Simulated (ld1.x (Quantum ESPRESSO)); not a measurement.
# Pseudopotential generation for F: RRKJ, PBE, non-relativistic.

* Element: F
* Generator: ld1.x (Quantum ESPRESSO) 7.5
* Type: norm-conserving RRKJ (Kleinman–Bylander form)
* Functional: PBE
* Relativity: non-relativistic
* Frozen core: [He]
* Valence charge: 7
* Reference configuration: 2s2 2p5
* Partial waves: 2s (bound): rc 0.65 bohr; 2p (bound): rc 1.55 bohr; 3d channel at 0.1 Ry: rc 1.30 bohr
* Local potential: all-electron potential smoothed inside 0.65 bohr (lloc = -1)
* Core correction: none

All-electron outer shells of the reference configuration (PBE, non-relativistic, ld1.x):

| shell | level (eV) | outermost node (bohr) | outermost maximum (bohr) |
| --- | --- | --- | --- |
| 2s | -29.82 | 0.24 | 0.76 |
| 2p | -11.12 | – | 0.71 |

(1) Estimate the cutoffs (Ry, on a coarse ladder) from which the occupation-weighted sum of valence levels, in a spherical-Bessel basis at the reference potential, stays within 10 and 1 mRy of its value at 400 Ry.

(2) Does the potential have ghost states?

(3) Which valence shell sets the plane-wave cutoff?

(4) Tests: 2s2 2p4; 2s2 2p3; 2s2 2p2; 2s1 2p6; 2s2 2p4.5; 2s1 2p5; 2s2 2p5.3. Which has the largest error in its energy relative to the reference configuration, and how large is it?

## Answers

(1) 140 Ry and 200 Ry.

(2) No extra level below or beside the all-electron valence levels (s, p, d, f tested).

(3) 2s: its level needs 180 Ry to come within 1 mRy, against 55 Ry for 2p.

(4) 2s2 2p2, with +1500 meV (all-electron minus pseudo) on +118.44 eV.
